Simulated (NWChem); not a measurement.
## Correlation energy of diantimony (Sb2)

SMILES: [Sb]#[Sb]
```xyz
2

Sb     0.0000     0.0000     1.2580
Sb     0.0000     0.0000    -1.2580
```
Charge 0, spin multiplicity 1.

All runs are NWChem calculations. All single points use one geometry, from PBE/def2-SVP with def2 effective core potentials on Sb, a minimum by its harmonic frequencies.

Basis set: def2-TZVP. Each correlation energy counts from its own Hartree-Fock reference.

Effective core potentials replace the inner electrons of Sb; spin-orbit coupling is left out. The correlated methods keep 8 core orbitals frozen. Coupled-cluster values serve here as a point of comparison, not as the truth.

Problem. Order these methods by the correlation energy they give, lowest first: MP2, SCS-MP2, CCSD, CR-CCSD[T], CR-CCSD(T).

Solution. MP2 (-686.8 mHa), CR-CCSD[T] (-674.4 mHa), CR-CCSD(T) (-673.2 mHa), CCSD (-652.4 mHa), SCS-MP2 (-613.6 mHa)
